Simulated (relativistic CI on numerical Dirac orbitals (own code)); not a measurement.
**Ni4+ (3d6) in a crystal field**

Calculated by Dirac-Coulomb-Breit CI, separate exchange-only KLI orbitals for each configuration, model QED, valence Slater integrals scaled by 0.9, one configuration in a parametric crystal field (own radial code). With so little scaling, terms lie 10 to 35 % too far apart, which can change the order of excited levels.

Field parameters in Wybourne normalisation: D3d B²₀ = −7Dσ, B⁴₀ = −14Dq − 21Dτ, B⁴₃ = −14√(10/7) Dq; Oh B⁴₀ = 21Dq, B⁴₄ = √(5/14) B⁴₀; Td as Oh with Dq negative (B⁴₀ = 21Dq, B⁴₄ = √(5/14) B⁴₀). The field is a parameter set, without covalency.

S is read from ⟨S²⟩ = S(S + 1).

Powder χT (cm³ K mol⁻¹) by Van Vleck's formula, with temperature-independent terms:

| Field | 2 K | 5 K | 10 K | 20 K | 50 K | 100 K | 200 K | 300 K |
| --- | --- | --- | --- | --- | --- | --- | --- | --- |
| D3d, 10Dq = 21750, Dσ = -640, Dτ = -80 cm⁻¹ | 3.26 | 3.29 | 3.33 | 3.4 | 3.63 | 3.87 | 4.02 | 4 |
| D3d, 10Dq = 23150, Dσ = 270, Dτ = 270 cm⁻¹ | 0.00044 | 0.0011 | 0.0022 | 0.0044 | 0.011 | 0.022 | 0.044 | 0.066 |
| D3d, 10Dq = 38150, Dσ = 90, Dτ = -100 cm⁻¹ | 0.000259 | 0.000648 | 0.0013 | 0.00259 | 0.00648 | 0.013 | 0.0259 | 0.0389 |
| D3d, 10Dq = 38500, Dσ = 950, Dτ = -140 cm⁻¹ | 0.000257 | 0.000643 | 0.00129 | 0.00257 | 0.00643 | 0.0129 | 0.0257 | 0.0386 |
| Oh, 10Dq = 19600 cm⁻¹ | 3.14 | 3.16 | 3.19 | 3.25 | 3.44 | 3.74 | 4.1 | 4.19 |
| Oh, 10Dq = 21250 cm⁻¹ | 3.13 | 3.15 | 3.19 | 3.25 | 3.44 | 3.74 | 4.1 | 4.18 |
| Oh, 10Dq = 22600 cm⁻¹ | 0.00057 | 0.00142 | 0.00285 | 0.0057 | 0.0142 | 0.0285 | 0.08 | 0.303 |
| Td, 10Dq = -12700 cm⁻¹ | 0.282 | 0.704 | 1.38 | 2.3 | 3 | 3.18 | 3.22 | 3.24 |

Q: For Td, 10Dq = -12700 cm⁻¹: what effective moment follows at 300 K?

A: μ_eff = √(8χT) = 5.09 μB. The ground level has S = 2.00; the spin-only moment for S = 2 is 4.90 μB. The difference comes from the orbital moment, spin-orbit mixing of terms and temperature-independent paramagnetism, all larger in this ionic model than in covalent complexes.
